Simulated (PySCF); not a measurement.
Species: C4H2F3O2 (doublet state).
Geometry (GFN2-xTB, Å), atoms numbered from 1 in this order:
```xyz
11
C4H2F3O2 angstrom
O     -1.564    0.595    1.139
C     -2.216    0.101    0.264
O     -1.711   -0.479   -0.811
C     -0.331   -0.477   -0.860
C      0.378    0.060    0.092
C      1.805    0.237    0.361
F      2.169    1.525    0.393
F      2.587   -0.343   -0.596
F      2.185   -0.311    1.520
H     -3.314    0.063    0.239
H      0.017   -0.969   -1.767
```

The hyperfine couplings belong to this conformer and change with its torsions.

As a line formula: `O=CO/C=[C]/C(F)(F)F` [radical].

Computed with PySCF 2.14.0, UKS B3LYP, pcH-1 on C F H O, non-relativistic, mean-field spin-orbit, GIAO. Isolated species at its GFN2-xTB geometry (one conformer only). A GFN2-xTB geometry isn't a minimum of the functional, and hyperfine couplings can be far from their values at a DFT geometry. The SCF solution wasn't tested for stability.

Principal values of hyperfine tensors in MHz (contact and dipolar terms together), for some of the nuclei:

| atom | isotope | A1 | A2 | A3 |
| --- | --- | --- | --- | --- |
| C5 | 13C | 343.55 | 365.48 | 557.59 |
| F8 | 19F | 55.55 | 61.69 | 333.57 |
| H11 | 1H | 98.83 | 102.32 | 109.96 |
| H10 | 1H | 41.71 | 42.43 | 47.07 |
| C4 | 13C | -58.65 | -37.49 | -21.13 |
| C6 | 13C | 9.49 | 10.11 | 25.19 |
| C2 | 13C | -18.16 | -13.66 | -9.85 |
| F9 | 19F | -5.71 | 2.51 | 31.63 |

(1) Give the isotropic coupling of each nucleus in MHz and in mT (g = 2.0022), and the anisotropic part.

(2) What spin density at the nucleus of H11 lies behind its contact coupling (g_N = 5.58569)?

(3) O1 (17O, g_N = -0.75752) isn't in the table. Its spin density at the nucleus is 0.134 bohr⁻³. What is its contact coupling?

(4) Name the largest traceless tensor T of the table and describe it.

(5) In a single crystal, with the field along each principal axis of the tensor of F8 in turn, what first-order splitting does this nucleus give (isotropic g, quadrupole terms neglected)?

Results:

(1) a_iso = (A1 + A2 + A3)/3, Ti = Ai − a_iso; 1 mT corresponds to 28.024 MHz.

```tsv
atom	a_iso (MHz)	a_iso (mT)	T1	T2	T3
C5	422.21	15.066	-78.66	-56.72	135.38
F8	150.27	5.362	-94.72	-88.58	183.30
H11	103.71	3.701	-4.87	-1.38	6.26
H10	43.74	1.561	-2.02	-1.31	3.34
C4	-39.09	-1.395	-19.56	1.60	17.96
C6	14.93	0.533	-5.44	-4.82	10.26
C2	-13.89	-0.496	-4.27	0.23	4.04
F9	9.48	0.338	-15.18	-6.97	22.15
```

(2) a_FC = (2μ0/3) gₑ μB g_N μN ρ(0)/(2S·h) = 800.24 MHz × g_N × ρ(0)/(2S), with ρ in bohr⁻³. With a_FC = 103.71 MHz and 2S = 1, ρ(0) = 0.0232 bohr⁻³. In magnitude that is 7.3 % of the 1/π = 0.318 of a free hydrogen atom.

(3) By the same relation, a_FC = -81.2 MHz. Its full tensor has the principal values -132.39, -56.90, -54.35 MHz.

(4) F8: -94.7, -88.6, 183.3 MHz, nearly axial, close to the ratio −1:−1:+2.

(5) 2 lines (I = 1/2), spaced by |A_i|/(g × 13.996): 1.98, 2.20, 11.90 mT along the axes of A1, A2 and A3.
